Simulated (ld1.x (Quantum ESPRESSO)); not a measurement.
**Os (Z = 76): one change to a TM potential, before and after**

* Element: Os
* Generator: ld1.x (Quantum ESPRESSO) 7.5
* Type: norm-conserving Troullier–Martins (Kleinman–Bylander form)
* Functional: PBE
* Relativity: scalar-relativistic
* Frozen core: [Xe] 4f14
* Valence charge: 8
* Reference configuration: 5d5 6s0 6p0 (charge +3)
* Partial waves: 6p (bound, empty): rc 2.50 bohr; 5d (bound): rc 1.80 bohr; 6s (bound, empty): rc 2.10 bohr
* Local potential: the s channel
* Core correction: a·sin(br)/r model core inside 1.60 bohr

Change: core correction none.

Cutoffs: the cutoffs (Ry, on a coarse ladder) from which the occupation-weighted sum of valence levels, in a spherical-Bessel basis at the reference potential, stays within 10 and 1 mRy of its value at 400 Ry; they do not see the model core or the augmentation charge, which bear on the density cutoff. Errors are all-electron minus pseudo energies relative to the spin-unpolarised reference configuration.

Question: Predict the effect on cutoff, ghosts and configuration errors.

Answer: The potential gets neither clearly harder nor softer (35 Ry and 45 Ry → 35 Ry and 45 Ry); of the 7 tests that both files solve, the error grows in 4 and shrinks in 1 by more than 15 % and 0.3 meV (median size 100.0 → 188.2 meV); neither file shows a bound ghost.

| quantity | base | changed |
| --- | --- | --- |
| cutoff, loose | 35 Ry | 35 Ry |
| cutoff, tight | 45 Ry | 45 Ry |
| bound ghosts | none | none |
| error for 5d6 6s2 6p0, meV [ΔE -55.34 eV] | -87 | +273 |
| error for 5d6 6s1 6p0, meV [ΔE -45.76 eV] | -111 | +99 |
| error for 5d6 6s0 6p0, meV [ΔE -28.85 eV] | -127 | -52 |
| error for 5d6 6s1.5 6p0, meV [ΔE -51.42 eV] | -100 | +188 |
| error for 5d6.5 6s1.5 6p0, meV [ΔE -55.28 eV] | -178 | +169 |
| error for 5d6 6s1 6p1, meV [ΔE -50.28 eV] | -56 | +215 |
| error for 5d5 6s2 6p1, meV [ΔE -49.23 eV] | -5.4 | +345 |
| s: phases at 2.69 bohr within 0.05 rad from the reference energy up to (Ry; the scan ends near 5) | 0.5 | 0.5 |
| p: phases at 2.69 bohr within 0.05 rad from the reference energy up to (Ry; the scan ends near 5) | 1.2 | 1.2 |
| d: phases at 2.69 bohr within 0.05 rad from the reference energy up to (Ry; the scan ends near 5) | -0.7 | -0.7 |
